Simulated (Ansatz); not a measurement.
Geometry optimisation, Ansatz, RKS r2SCANh-D4/6-31G.

The input (input.yaml):

```yaml
crystal:
  periodic: [false, false, false]
  atoms:
    - { symbol: B, position_ang: [-0.56729, 1.62183, 0.57898] }
    - { symbol: O, position_ang: [0.05097, 0.54172, 0.15184] }
    - { symbol: Si, position_ang: [0.55357, -0.98828, 0.20099] }
    - { symbol: S, position_ang: [-0.17512, -1.91001, -1.59312] }
    - { symbol: H, position_ang: [-1.14449, 1.60756, 1.60658] }
    - { symbol: H, position_ang: [-0.52256, 2.58814, -0.09033] }
    - { symbol: H, position_ang: [2.00496, -0.87761, 0.18107] }
    - { symbol: H, position_ang: [0.0022, -1.77276, 1.29483] }
    - { symbol: H, position_ang: [-0.20224, -0.81058, -2.33085] }
basis:
  gaussian: { orbitals: "6-31G" }
hamiltonian:
  xc: r2scanh
  dispersion: d4
relax:
  f_tol: 0.015
  max_steps: 40
```

Launched with:

```bash
$ ansatz run input.yaml --threads 1 --pin off --max-ram 2048MiB --backend cpu --events-out ev --progress --plain --runs-dir out
```

Task: Where does it end, and by what steps?

Result: It converged. Limits of this set-up: no polarisation functions. After 10 steps the energy has fallen by 0.443 eV; H9 moved furthest, 0.79 Å.

```csv
step,energy less start (eV),largest force component (eV/Å),accepted
0,0.0000,2.034,yes
1,-0.3103,1.293,yes
2,-0.3681,0.442,yes
3,-0.3762,0.430,yes
4,-0.4050,0.270,yes
5,-0.4309,0.159,yes
6,-0.4357,0.139,yes
7,-0.4401,0.055,yes
8,-0.4410,0.113,yes
9,-0.4416,0.076,yes
10,-0.4432,0.015,yes
```

```xyz
9
Properties=species:S:1:pos:R:3
B -0.605 1.701 0.690
O 0.223 0.834 0.026
Si 0.546 -0.864 0.110
S -0.488 -1.942 -1.528
H -1.287 1.299 1.595
H -0.608 2.842 0.343
H 2.026 -0.991 -0.009
H -0.025 -1.452 1.360
H 0.218 -1.426 -2.588
```

Time of the run: 58 s on 1 thread of Arm Neoverse V1, with other jobs on the host, peak memory 0.17 GiB.
